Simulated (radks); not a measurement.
Results of a calculation; reference values are marked as such.
Numerical settings for neutral neodymium, [Xe] 4f4 6s2. Level of theory: scalar-relativistic Kohn-Sham, LDA (Slater exchange, Perdew-Wang correlation), spin-polarised, spherical densities, finite nucleus; open shells are filled with parallel spins first (spin-orbit coupling, left out, can overturn this in heavy ions); Fermi nuclear charge, rms radius 4.9123 fm (a radial shooting solver on a logarithmic mesh with Libxc functionals). The defaults (mesh step 0.008 in ln r, mesh end at 40 bohr or more with all orbitals vanishing there, Anderson mixing 0.5 over 9 steps, residual threshold near 1e-9 with the energy settled to 1e-9 hartree or 1e-11 of itself, here a cap of 69 iterations) give E = -9616.6640 hartree and 4f at -2.705 eV in 14 iterations. Run on one thread of a shared host, so times are rough (Arm Neoverse N1): 0.31 s of CPU time, 0.31 s wall, 14 iterations on 2440 mesh points. Changes against that run (0 stands for a change within the tolerance of the run):

| setting | iterations | converged | E (mhartree) | e(4f) (meV) | CPU (s) |
|---|---|---|---|---|---|
| mesh step in ln r 0.08 | 4 | no | diverged | - | 0.04 |
| mesh step in ln r 0.02 | 14 | yes | +0.000394 | 0 | 0.14 |
| mesh step in ln r 0.03 | 14 | yes | +0.0043 | 0 | 0.1 |
| mesh end (bohr) 12 | 14 | yes | +0.552 | +46.4 | 0.29 |
| mesh end (bohr) 5 | 14 | level above zero | +371 | +4.64e+03 | 0.24 |
| residual threshold 0.01 | 10 | yes | 0 | -0.0999 | 0.25 |
| residual threshold 1e-13 | 21 | yes | 0 | 0 | 0.38 |
| mixing 0.05 | 22 | yes | 0 | 0 | 0.46 |
| linear mixing, mixing 0.8 | 69 | no | +1.37e+04 | +2.41e+03 | 2.6 |
| linear mixing, mixing 0.05 | 69 | no | +1.26 | -51.7 | 1.3 |
| mixing history 2 | 21 | yes | 0 | 0 | 0.41 |
| iteration cap 2 | 2 | no | +122 | -3.62e+03 | 0.06 |

Settled on a wrong energy, with an occupied level pushed above zero by the early mesh end: mesh end (bohr) 5 (+0.371 hartree). Apart from these: no run marked as converged misses the energy by more than 1 mhartree. A mesh that ends early acts as a hard wall.
